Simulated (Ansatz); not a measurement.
C₂H₇AlOS (`[CH3][AlH][O]CS`). Charge 0, multiplicity 1.

```xyz
12

C    -2.024   -0.011   -0.509
Al   -0.320   -0.865   -0.104
O     0.550   -0.320    1.343
C     1.739    0.186    0.930
S     1.629    0.577   -0.912
H    -2.237   -0.042   -1.583
H    -2.848   -0.532   -0.010
H    -2.058    1.033   -0.187
H     0.052   -2.325   -0.612
H     2.023    1.114    1.435
H     2.577   -0.523    0.975
H     0.917    1.709   -0.766
```

Q: List the harmonic frequencies (cm⁻¹, unscaled) at PBE0-D4/def2-TZVP in Ansatz. (Best estimate.)

A: Ansatz gave: 74, 83, 120, 200, 213, 371, 443, 535, 558, 589, 647, 676, 701, 751, 769, 1039, 1174, 1219, 1235, 1320, 1441, 1443, 1503, 1903, 2699, 3013, 3034, 3077, 3109, 3123.

Q: Is this a minimum?

A: Yes, all 30 modes are real.

Q: Give the ideal-gas thermochemistry at 298.15 K and 1 bar (rigid rotor, harmonic oscillator; point group C1, symmetry number 1).

A: Zero-point energy 221.7 kJ/mol; H(298) − E = 245.2 kJ/mol; entropy 365.9 J/(mol·K), of which translation 167.0, rotation 113.8, vibration 85.1; G(298) − E = 136.1 kJ/mol. Modes under 100 cm⁻¹ are hindered rotations or soft bends, so the harmonic entropy is rough.

Q: Rotational constants (cm⁻¹)?

A: 0.1582, 0.07588, 0.05978.
